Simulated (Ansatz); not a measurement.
The first iterations of a band of C$_{2}$H$_{8}$FNSi (13 atoms, charge 0, multiplicity 1).

The calculation used RKS PBE-D4/def2-SVP (Ansatz).

```json
{"movable images": "5", "climbing image": "yes", "spring": "5.0 eV/Å²", "optimiser": "quadratic models (default)", "start path": "through a guess of the saddle point", "force threshold": "0.05 eV/Å", "iteration limit": "60", "end points": "relaxed"}
```

Initial state:

```xyz
13
Properties=species:S:1:pos:R:3
C -0.727 -0.936 1.233
C 0.622 -0.662 0.588
F 1.272 -1.884 0.313
Si 0.529 0.289 -1.074
N -0.261 1.830 -0.822
H -1.390 -1.506 0.550
H -1.225 0.021 1.492
H -0.609 -1.525 2.167
H 1.267 -0.092 1.298
H 1.919 0.588 -1.560
H -0.151 -0.641 -2.055
H 0.053 2.623 -1.387
H -1.280 1.859 -0.730
```

Final state:

```xyz
13
Properties=species:S:1:pos:R:3
C -0.738 -0.970 1.196
C 0.601 -0.738 0.517
F 1.160 -1.977 0.135
Si 0.511 0.330 -1.072
N -0.181 1.891 -0.683
H -0.626 -1.627 2.084
H -1.462 -1.449 0.505
H -1.163 -0.003 1.536
H 1.307 -0.260 1.236
H 1.900 0.589 -1.586
H -0.250 -0.489 -2.091
H 0.155 2.702 -1.209
H -1.194 1.965 -0.554
```

| iteration | highest image above the first end (eV) | largest band force component (eV/Å) |
| --- | --- | --- |
| 1 | 1.419 | 6.555 |
| 2 | 0.243 | 1.350 |

Does the band converge within its limit, and where does its top end?

It converged. It ended after 7 iterations with the highest image 0.158 eV above the first end. A vibrational analysis at the climbing image gives one clearly imaginary mode, 248i cm⁻¹: a first-order saddle point.

Time of the run: 69 s on 2 threads of Intel(R) Xeon(R) CPU @ 2.80GHz (Skylake/Cascade Lake) (shared host), peak memory 0.17 GiB.
